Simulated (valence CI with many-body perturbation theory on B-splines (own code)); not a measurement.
Results of a calculation; reference values are marked as such.
**Ba⁵¹⁺: magnetic and hyperfine properties of the levels**

Method: configuration interaction combined with many-body perturbation theory (CI+MBPT): three valence electrons over a frozen Dirac-Fock core [He], a basis of 11 s, 11 p, 10 d, 8 f, 5 g, 2 h functions for each j, with the one-electron correlation potential Σ1, the two-electron term Σ2, the three-electron term Σ3, Breit, model QED; selected CI, second order for the rest, scaled by the run's own slope (own B-spline code, finite nucleus).

No measured spectrum was set against this ion. As an estimate, large intervals hold to a few tenths of a per cent, small ones and those within an open d or f shell to about a per cent.

A/g_I is the dipole constant over the nuclear g factor μ/I (μ in nuclear magnetons, uniformly magnetised nucleus), B/Q the quadrupole constant per barn. Both hold the static response of the core; the bare values leave it out. Large factors of s and p1/2 electrons are usually good to 5 to 10 %; those of open d and f shells near neutrality can be off by tens of per cent, and small factors of p3/2, d and f electrons come from cancelling terms and can be off by a factor of two or in sign, in half-filled shells by more. B is blank for J = 1/2, where it vanishes, and for nearly pure S terms. Energies count from the lowest level.

Levels are named by their leading jj configuration (3d3/2^4 stands for four electrons in 3d with j = 3/2), which in mixed levels can hold well under half, so a name can repeat and another be missing. Letters in brackets count levels of one name in rising energy.

```tsv
Level	E (Ry)	g	A/g_I (MHz)	A/g_I bare	B/Q (MHz/b)	B/Q bare
(2s^2 2p1/2) J=1/2	0.00	0.639	2360000	2350000		
(2s 2p1/2^2) J=1/2	12.70	2.152	7110000	7020000		
(2s^2 2p3/2) J=3/2	30.90	1.314	348000	357000	667000	668000
(2s 2p1/2 2p3/2) J=3/2 [a]	39.76	1.651	1830000	1820000	527000	528000
(2s 2p1/2 2p3/2) J=5/2	42.17	1.345	2130000	2110000	471000	472000
(2s 2p1/2 2p3/2) J=1/2	45.99	1.227	-2420000	-2370000		
(2s 2p1/2 2p3/2) J=3/2 [b]	46.01	0.967	25800	42600	406000	407000
(2p1/2^2 2p3/2) J=3/2	59.54	1.351	313000	332000	621000	622000
(2s 2p3/2^2) J=5/2	71.99	1.412	1760000	1750000	194000	194000
(2s 2p3/2^2) J=1/2	77.65	1.890	7310000	7210000		
(2s 2p3/2^2) J=3/2	77.73	1.188	-1040000	-1000000	-137000	-137000
(2p1/2 2p3/2^2) J=3/2	87.98	1.439	-74200	-49800	73400	73500
(2p1/2 2p3/2^2) J=5/2	89.47	1.179	737000	746000	-2660	-2660
(2p1/2 2p3/2^2) J=1/2	92.41	0.639	2370000	2350000		
(2p3/2^3) J=3/2	121.36	1.286	340000	356000	-693000	-694000
(2s^2 3s) J=1/2	413.22	1.991	2150000	2130000		
(2s^2 3p1/2) J=1/2	417.59	0.669	698000	693000		
(2s 2p1/2 3s) J=1/2 [a]	421.79	2.379	4120000	4070000		
(2s 2p1/2 3s) J=3/2	423.12	1.549	3730000	3690000	-78100	-78200
(2s 2p1/2 3s) J=1/2 [b]	424.79	0.734	3710000	3670000		
(2s 2p1/2 3p1/2) J=1/2 [a]	425.49	0.265	-452000	-438000		
(2s^2 3p3/2) J=3/2	426.92	1.342	301000	302000	171000	171000
(2s 2p1/2 3p1/2) J=3/2	426.98	1.114	3380000	3340000	-92500	-92700
(2s 2p1/2 3p1/2) J=1/2 [b]	429.17	1.983	7330000	7240000		
(2s^2 3d3/2) J=3/2	430.09	0.802	131000	131000	29400	29800
(2s^2 3d5/2) J=5/2	432.58	1.194	50200	50000	52600	53100
(2s 2p1/2 3p3/2) J=3/2 [a]	435.26	1.402	381000	380000	189000	190000
(2s 2p1/2 3p3/2) J=1/2	435.87	1.536	-1020000	-1000000		
(2s 2p1/2 3p3/2) J=5/2	436.97	1.335	1960000	1940000	88600	88700
(2s 2p1/2 3p3/2) J=3/2 [b]	437.18	1.246	1090000	1080000	118000	118000
(2s 2p1/2 3d3/2) J=3/2 [a]	437.76	0.558	-643000	-632000	45200	45500
(2p1/2^2 3s) J=1/2	439.12	1.763	63400	67800		
(2s 2p1/2 3d3/2) J=5/2	439.36	1.031	1800000	1780000	-44800	-44600
(2s 2p1/2 3d3/2) J=1/2	439.82	0.488	-1780000	-1760000		
(2s 2p1/2 3d3/2) J=3/2 [b]	440.47	1.218	1830000	1810000	71500	71700
(2s 2p1/2 3d5/2) J=5/2 [a]	441.07	1.328	614000	606000	39600	40000
(2p1/2^2 3p1/2) J=1/2	442.00	0.575	-628000	-618000		
(2s 2p1/2 3d5/2) J=7/2	442.55	1.239	1400000	1380000	-66800	-66500
(2s 2p1/2 3d5/2) J=5/2 [b]	443.33	1.056	159000	159000	121000	121000
(2s 2p1/2 3d5/2) J=3/2	443.34	1.073	-1670000	-1650000	12200	12400
```

(1) Take the isotope of mass number 135, with I = 3/2, μ = 0.8381 μN and Q = 0.153 b. What is the hyperfine structure of (2p1/2^2 2p3/2) J=3/2?

## Answers

(1) From the table A = 175000 MHz, B = 94900 MHz. Shifts from the centre of gravity in MHz: F = 0: -538000, F = 1: -458000, F = 2: -202000, F = 3: 417000.
